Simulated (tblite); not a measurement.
Species: C₇H₄BrFO.
Structure used (GFN2-xTB), in Å, numbered top down from 1:
```
atom  x, y, z in Å
O1    -3.121    0.891    0.209
C2    -2.378   -0.029    0.143
F3    -2.892   -1.295    0.144
C4    -0.917   -0.026    0.054
C5    -0.264    1.209    0.044
C6     1.112    1.266   -0.039
C7     1.833    0.082   -0.111
Br8    3.726    0.154   -0.224
C9     1.200   -1.153   -0.103
C10   -0.177   -1.207   -0.020
H11   -0.852    2.112    0.101
H12    1.625    2.215   -0.047
H13    1.783   -2.059   -0.160
H14   -0.680   -2.161   -0.013
```

Calculated harmonic vibrations of the isolated species, GFN2-xTB (tblite), most abundant isotopes, no scaling. The method is semi-empirical: single wavenumbers can be off by several per cent or more. One conformer, not necessarily the lowest.

Harmonic wavenumbers (cm⁻¹): 56.1, 70.6, 140.0, 230.4, 234.1, 259.3, 367.0, 435.5, 439.6, 492.9, 597.2, 629.6, 631.1, 704.6, 769.4, 821.6, 867.2, 918.1, 925.6, 946.6, 1015.7, 1087.3, 1132.9, 1183.3, 1227.2, 1259.8, 1328.8, 1399.5, 1444.5, 1563.8, 1572.2, 1826.0, 3099.7, 3100.3, 3109.2, 3109.4.

A = 3850, B = 364.2, C = 332.7 MHz; mass 201.943 u (most abundant isotopes); point group Cs, symmetry number 1.

Problem. What is the zero-point energy?

Solution. Half the sum of the wavenumbers: 19498 cm⁻¹ = 233.25 kJ/mol.

Problem. Give the ideal-gas entropy at 500 K and 1 bar in the rigid-rotor, harmonic-oscillator model (classical rotation).

Solution. Translation 185.80, rotation 135.78, vibration 168.35: S = 489.9 J/(mol K).

Problem. And Cp and H(500 K) − H(0)?

Solution. Cp = 201.16 J/(mol K), of which vibrations give 167.90 (their classical limit is 36 R = 299.3); H(500 K) − H(0) = 60.58 kJ/mol without the zero-point energy, 43.95 from vibrations.

Problem. How do the functions run with temperature in this model?

Solution. 
| T (K) | S (J/(mol K)) | Cp (J/(mol K)) | H − H(0) (kJ/mol) | G − H(0) (kJ/mol) | ln q(vib) |
| --- | --- | --- | --- | --- | --- |
| 100 | 294.9 | 67.8 | 4.93 | -24.55 | 1.29 |
| 200 | 353.1 | 104.7 | 13.55 | -57.07 | 3.31 |
| 300 | 402.6 | 141.7 | 25.88 | -94.90 | 5.41 |
| 800 | 596.8 | 251.8 | 129.39 | -348.06 | 15.77 |
| 1000 | 655.2 | 271.4 | 181.84 | -473.41 | 19.49 |

q(vib) and H(0) count from the zero-point level.

Problem. Which modes carry the vibrational entropy at 500 K?

Solution. 56.1 cm⁻¹: 23.49; 70.6 cm⁻¹: 21.58; 140.0 cm⁻¹: 15.93; 230.4 cm⁻¹: 11.88; 234.1 cm⁻¹: 11.75; 259.3 cm⁻¹: 10.94 J/(mol K); the other 30 give 72.78 together.

Hindered rotation and anharmonicity are outside this model. Other conformers, if any are populated, would add a mixing term that is left out.

Run on an Arm Neoverse V1 with one thread, no GPU, shared host. The figure is for the frequency step alone.
